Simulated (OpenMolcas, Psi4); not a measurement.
# How methods differ on C2H5ClSi (SMILES ClC1C[SiH2]1)

C2H5ClSi: 9 atoms, total charge 0, spin state singlet. As SMILES, `ClC1C[SiH2]1`. The coordinates come from a PBE0-D4/def2-TZVP relaxation.

```xyz
9

Cl   -0.6102   -0.4166   -2.2543
C    -0.4426    0.3735   -0.6899
C     0.9304    0.3051   -0.0143
Si   -0.4175   -0.5751    0.9039
H    -0.8996    1.3566   -0.7145
H     1.6593   -0.3223   -0.5182
H     1.3457    1.2489    0.3241
H    -0.4528   -2.0481    0.8387
H    -1.0239    0.0318    2.1073
```

Each level gives the HOMO–LUMO gap (eV). The values are calculated.

```csv
level,kind,program,value (eV)
SVWN5/def2-SVP,LDA,OpenMolcas,4.96
BLYP/def2-SVP,GGA,OpenMolcas,5.02
BP86/def2-SVP (density fitting),GGA,Psi4,5.04
PBE/def2-SVP,GGA,OpenMolcas,5.03
revPBE/def2-SVP,GGA,OpenMolcas,5.06
TPSS/def2-SVP,meta-GGA,OpenMolcas,5.29
B3LYP/def2-SVP,global hybrid,OpenMolcas,6.69
M06-2X/def2-SVP,hybrid meta-GGA,OpenMolcas,9.04
```

The values span 4.96 to 9.04 eV. Orbital gaps aren't excitation energies; they tend to grow with the share of exact exchange.
